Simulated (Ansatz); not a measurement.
Cartesian coordinates in Å:
```
O 1.186 -1.255 -0.842
Zn 0.303 -0.051 0.118
Se -0.717 1.585 1.320
H 0.850 -2.152 -0.795
H -1.623 1.874 0.198
```

Charge 0, multiplicity 1.

Question: List the B3LYP/def2-TZVPP orbital energies in eV (Ansatz). (Estimate.)

Answer: Ansatz gave: Occupied: -12351.05, -9450.51, -1580.38, -1418.54, -1418.52, -1418.47, -1149.70, -1013.08, -1013.08, -1013.00, -520.02, -212.68, -156.74, -156.66, -156.50, -132.36, -88.60, -88.59, -88.48, -57.53, -57.50, -57.37, -57.30, -57.28, -26.11, -19.10, -15.07, -14.63, -14.58, -14.55, -14.55, -12.06, -10.66, -9.26, -8.39, -8.18, -6.94. Lowest empty: -1.41, -0.56, -0.22, 0.16, 1.41, 2.79, 3.32, 4.08.

B3LYP here is the variant with VWN-RPA as its local correlation; programs differ in this.
